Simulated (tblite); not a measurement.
C5H6ClNS.
Atom-mapped SMILES: `[CH3:1][c:2]1[n:3][s:4][c:5]([CH3:6])[c:7]1[Cl:8]` (hydrogens: H9, H10, H11 on C1; H12, H13, H14 on C6)

Computed with GFN2-xTB (tblite), gas phase: Langevin dynamics at 300 K from the optimised GFN2-xTB geometry, time step 0.5 fs, friction 0.01 fs⁻¹, 2000 steps.

Start geometry:
```
atom  x, y, z in Å
C1      2.534   -0.190    0.089
C2      1.160    0.336   -0.114
N3      0.955    1.543   -0.571
S4     -0.637    1.881   -0.708
C5     -1.153    0.341   -0.128
C6     -2.578   -0.054   -0.004
C7     -0.030   -0.391    0.154
Cl8    -0.056   -1.999    0.763
H9      3.260    0.565   -0.198
H10     2.678   -0.459    1.134
H11     2.681   -1.085   -0.515
H12    -3.220    0.822   -0.013
H13    -2.733   -0.607    0.921
H14    -2.863   -0.703   -0.833
```

The statistics below take the 31 frames saved every 25 fs from 250 to 1000 fs; their kinetic temperature (all 3N coordinates) averages 298 K.

**Question.** How do the bond lengths spread?

**Answer.** 
```
  bond  start (Å)  mean (Å)  standard deviation (Å)  shortest (Å)  longest (Å)
 C1–C2      1.486     1.470                   0.026         1.416        1.519
 C2–N3      1.306     1.306                   0.020         1.278        1.358
 N3–S4      1.633     1.636                   0.034         1.568        1.695
 S4–C5      1.725     1.732                   0.042         1.674        1.810
 C5–C6      1.483     1.490                   0.041         1.408        1.577
 C5–C7      1.370     1.377                   0.029         1.320        1.444
C7–Cl8      1.720     1.721                   0.040         1.600        1.795
 C2–C7      1.420     1.447                   0.027         1.397        1.515
 C1–H9      1.085     1.093                   0.023         1.039        1.132
C1–H10      1.089     1.092                   0.038         1.021        1.166
C1–H11      1.089     1.092                   0.029         1.041        1.148
C6–H12      1.087     1.092                   0.027         1.047        1.141
C6–H13      1.089     1.090                   0.019         1.059        1.143
C6–H14      1.091     1.095                   0.028         1.035        1.140
```

**Question.** Give the same statistics for bond angles, one of each kind among heavy atoms.

**Answer.** 
| angle | start (°) | mean (°) | standard deviation (°) | smallest (°) | largest (°) |
| --- | --- | --- | --- | --- | --- |
| C1–C2–N3 | 121.3 | 121.9 | 3.9 | 113.1 | 131.2 |
| C1–C2–C7 | 124.6 | 124.2 | 3.9 | 115.8 | 134.1 |
| N3–C2–C7 | 114.1 | 113.4 | 2.5 | 108.2 | 119.0 |
| C2–N3–S4 | 111.9 | 112.5 | 2.7 | 107.3 | 118.9 |
| N3–S4–C5 | 94.5 | 94.5 | 1.7 | 91.1 | 98.7 |
| S4–C5–C6 | 123.6 | 122.5 | 4.4 | 114.0 | 130.3 |
| S4–C5–C7 | 107.5 | 107.6 | 2.2 | 102.8 | 112.4 |
| C6–C5–C7 | 128.9 | 129.4 | 4.4 | 121.8 | 140.2 |
| C5–C7–Cl8 | 124.1 | 125.0 | 4.0 | 117.1 | 133.0 |
| C2–C7–C5 | 112.0 | 111.5 | 2.7 | 106.1 | 117.3 |
| C2–C7–Cl8 | 124.0 | 123.1 | 3.7 | 114.9 | 131.5 |

**Question.** How far does each atom move about its mean position (frames aligned on the start, all atoms weighted alike), and what rms force does it feel?

**Answer.** 
```csv
atom,rms displacement (Å),rms force (eV/Å)
C1,0.08,2.21
C2,0.10,2.00
N3,0.16,1.52
S4,0.23,1.42
C5,0.14,1.83
C6,0.07,2.01
C7,0.13,2.15
Cl8,0.24,0.96
H9,0.48,0.80
H10,0.43,1.22
H11,0.52,0.99
H12,0.41,0.93
H13,0.35,0.76
H14,0.39,0.94
```

The displacements run from 0.07 to 0.52 Å, the largest at H11.

**Question.** How widely does the potential energy scatter, against a harmonic estimate?

**Answer.** Mean 0.49 eV above the start, standard deviation 0.130 eV, range 0.23 to 0.76 eV. For 36 classical harmonic modes at 300 K the canonical values are 36kT/2 = 0.47 eV and kT·√(36/2) = 0.110 eV.

The run is classical and short, so these are rough statistics of one trajectory.

What follows is the cost of the whole dynamics run. Time: 27 s wall; peak memory 0.18 GiB. Hardware: one thread of an Intel Xeon at 2.70 GHz, shared host with 64 logical CPUs at a one-minute load of 62.
